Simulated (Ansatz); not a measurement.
```yaml
crystal:
  periodic: [false, false, false]
  atoms:
    - {symbol: C, position_ang: [-0.643651, 1.021992, 1.638241]}
    - {symbol: In, position_ang: [0.003692, -0.048417, -0.101097]}
    - {symbol: N, position_ang: [1.887428, -0.773178, -0.129705]}
    - {symbol: C, position_ang: [-1.070770, -0.536869, -1.987719]}
    - {symbol: O, position_ang: [0.515401, 1.597113, 2.300327]}
    - {symbol: H, position_ang: [0.215401, 1.297113, 2.250327]}
    - {symbol: H, position_ang: [-1.312373, 0.393313, 2.228346]}
    - {symbol: H, position_ang: [-1.186248, 1.922372, 1.349798]}
    - {symbol: H, position_ang: [2.291034, -1.292807, -0.891489]}
    - {symbol: H, position_ang: [2.551661, -0.665317, 0.619252]}
    - {symbol: H, position_ang: [-0.544847, -1.152055, -2.763097]}
basis:
  gaussian: {orbitals: def2-SVP}
hamiltonian: {xc: {name: B2PLYP}}
```

```sh
$ ansatz run in.yaml --threads 4 --pin off --events-out ev --progress --plain --max-ram 10444MiB
```

Output, abridged:

```
Functional definition: B2PLYP
1212 factors; integrals over basis functions are off by at most 1.1e-3 eV
mean field evaluation 1: about -10794.2545 eV, gradient 8.4e1 eV
mean field evaluation 2: about -10794.9385 eV, gradient 8.3e1 eV
mean field evaluation 4: about -10802.4774 eV, gradient 4.1e1 eV
mean field evaluation 8: about -10808.1391 eV, gradient 1.4e0 eV
mean field evaluation 16: about -10808.2015 eV, gradient 1.3e-2 eV
mean field -10808.20149153 eV, -397.1940787517 hartree, gradient 5.6e-6 eV, S^2 0.000000; 3 other end points of the search recorded, 0 dependent functions left out; unrestricted orbitals would lower it
8 core orbitals not correlated: weight in the atoms' cores, before any rotation towards them, 1.000 or more for the frozen orbitals, at most 0.000 for the correlated occupied ones
reference -10808.20166759 eV, -397.1940852218 hartree; 19, 19 occupied and 85, 85 virtual orbitals, 1212 factors
second order -22.81890872 eV of doubles, -0.00000000 eV of singles
Total energy: -10814.36277295 eV, -397.4205016674 hartree
```

Task: Something in this input is off. What?

Result: One atom was put on top of another. Self-consistency was reached. The result belongs to that input, not to the molecule as meant.
